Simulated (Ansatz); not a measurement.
Spectroscopic constants of TiSe, closed-shell singlet (lowest of 2S+1 = 1, 3, 5, 7 at CCSD(T)/def2-TZVPP on PBE0 minima; our sources give no spin for the ground state, which may be another). No spin–orbit coupling. Ti is treated without relativity. Se is treated without relativity. The T1 diagnostic near the minimum is 0.064, so single-reference values are doubtful.

The constants come from a fifth-degree fit in 1/R (seven points, main isotopes). In def2 and cc sets the state is the lowest found near the PBE0 minimum, followed along R. The singlet is held restricted.

Programs: Ansatz (Gaussian basis) for Hartree–Fock, density functionals and correlated methods. Each number belongs to the level named beside it.

Energies at SVWN5/def2-TZVPP:

```csv
R (Å),E (hartree)
1.994098,-3245.52212054
2.047703,-3245.52888996
2.097020,-3245.53189842
2.152769,-3245.53232732
2.208518,-3245.53026187
2.272843,-3245.52551035
2.347890,-3245.51762334
```

**Question.** With a reduced mass of 29.9679 u, find the minimum, the force constant and the constants.

**Answer.** A fifth-degree polynomial in 1/R puts the minimum at r_e = 2.1330 Å with force constant 380 N/m. Then ω_e = (1/2πc)√(k/μ) = 464 cm⁻¹ and B_e = h/(8π²cμr_e²) = 0.1236 cm⁻¹; the cubic and quartic terms give α_e = 0.00042 and ω_e x_e = 1.2 cm⁻¹.

Ansatz is a quantum-chemistry and plane-wave program.
